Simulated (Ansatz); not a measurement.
CH8GeSSi can be A, `[SiH3][GeH2][CH2]S`, or B, `C[S][GeH2][SiH3]`.

Gas-phase electronic energies from Ansatz, PBE0-D4/def2-TZVP geometries. CBS: MP2 limit from def2 TZ/QZ plus the TZ coupled-cluster correction, frozen cores. DFT in def2-TZVPP. B3LYP here is the variant with VWN-RPA as its local correlation; programs differ in this. For Ge outer-core shells are correlated without core-valence functions, which leaves a few kJ/mol of doubt a bond. Scalar relativity is left out up to krypton. Each species was taken in one conformer, which may not be the lowest.

A:

```xyz
12

Si   -1.3633    1.3833    0.2170
Ge    0.4473    0.2946   -0.8810
C     0.6177   -1.5232   -0.1438
S     0.6850   -1.5049    1.6629
H    -2.4862    0.4208    0.3728
H    -1.8324    2.5350   -0.6003
H    -0.9556    1.8847    1.5533
H     1.7772    1.0269   -0.6059
H     0.2495    0.2284   -2.4106
H     1.4717   -2.0558   -0.5637
H    -0.2832   -2.0868   -0.3934
H     1.6722   -0.6030    1.7928
```

B:

Z-matrix (Å, degrees):
```
C
S 1 1.813
H 1 1.090 2 111.7
H 1 1.090 2 106.6 3 -118.5
H 1 1.090 2 111.2 3 123.1
Ge 2 2.222 1 99.5 3 -61.9
Si 6 2.384 2 109.9 1 66.9
H 6 1.544 2 108.7 1 -55.3
H 6 1.537 2 105.4 1 -172.4
H 7 1.485 6 109.4 2 66.2
H 7 1.488 6 110.9 2 -173.1
H 7 1.487 6 109.6 2 -53.3
```

Problem. Which is lower in electronic energy at CCSD(T)/CBS, and by how much? (Estimate.)

Solution. The calculation gave: B, by 14.0 kcal/mol.

Problem. Give E(B) − E(A) in kcal/mol with B2PLYP, PBE0-D4, PBE-D4, B3LYP, HF/def2-TZVPP, ωB97M-V, MP2/def2-TZVPP. (An estimate is asked.)

Solution. Computed: B2PLYP -15.0, PBE0-D4 -15.2, PBE-D4 -15.2, B3LYP -15.6, HF/def2-TZVPP -16.4, ωB97M-V -14.3, MP2/def2-TZVPP -13.9. None reverses the order clearly.

Largest T1 diagnostic: 0.011.

In def2-TZVPP, CCSD(T) changes the Hartree–Fock value by +2.8 kcal/mol (the triples alone add +0.1 kcal/mol) and MP2 by +2.5 kcal/mol.
